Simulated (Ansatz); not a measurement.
Input and output for `[F][Ta]([F])([F])=[S]`.

```yaml
crystal:
  periodic: [false, false, false]
  atoms:
    - {symbol: F, position_ang: [-0.851177, -0.125136, 1.662458]}
    - {symbol: Ta, position_ang: [-0.012078, -0.085252, 0.005842]}
    - {symbol: F, position_ang: [1.489437, -1.178506, 0.014593]}
    - {symbol: F, position_ang: [-1.189434, -0.614449, -1.329730]}
    - {symbol: S, position_ang: [0.613152, 1.929543, -0.394564]}
basis:
  gaussian: {orbitals: def2-mTZVP}
hamiltonian: {xc: {name: BHLYP}}
accuracy: high
output: {forces: true}
```

```sh
$ ansatz run in.yaml --threads 4 --pin off --events-out ev --progress --plain --max-ram 10444MiB
```

Shortened log:

```
Functional definition: BHLYP
2227 factors; integrals over basis functions are off by at most 1.1e-7 eV
mean field evaluation 1: about -20533.1021 eV, gradient 6.7e1 eV
mean field evaluation 2: about -20502.2715 eV, gradient 1.5e2 eV
mean field evaluation 4: about -20540.9692 eV, gradient 8.3e0 eV
mean field evaluation 8: about -20541.4464 eV, gradient 4.4e-1 eV
mean field evaluation 16: about -20541.4468 eV, gradient 1.9e-4 eV
mean field -20541.44682541 eV, -754.8842473412 hartree, gradient 7.2e-8 eV, S^2 0.000000; 0 other end points of the search recorded, 0 dependent functions left out
reference -20541.44685234 eV, -754.8842483306 hartree; 28, 28 occupied and 87, 87 virtual orbitals, 2227 factors
Total energy: -20541.44685234 eV, -754.8842483306 hartree
Atom 0 at    -0.851177    -0.125136     1.662458 Å, force    -0.030317    -0.020514     0.050493 eV/Å
Atom 1 at    -0.012078    -0.085252     0.005842 Å, force     0.002906     0.006401    -0.002147 eV/Å
Atom 2 at     1.489437    -1.178506     0.014593 Å, force     0.037077    -0.051006     0.004466 eV/Å
Atom 3 at    -1.189434    -0.614449    -1.329730 Å, force    -0.040251    -0.034539    -0.033449 eV/Å
Atom 4 at     0.613152     1.929543    -0.394564 Å, force     0.030586     0.099658    -0.019362 eV/Å
Dipole moment:    -0.081559    -0.261851     0.052206 e Å
```

It took 5.5 s on 4 threads of an Arm Neoverse V1 on a shared host, with 0.47 GiB of host memory at the peak.
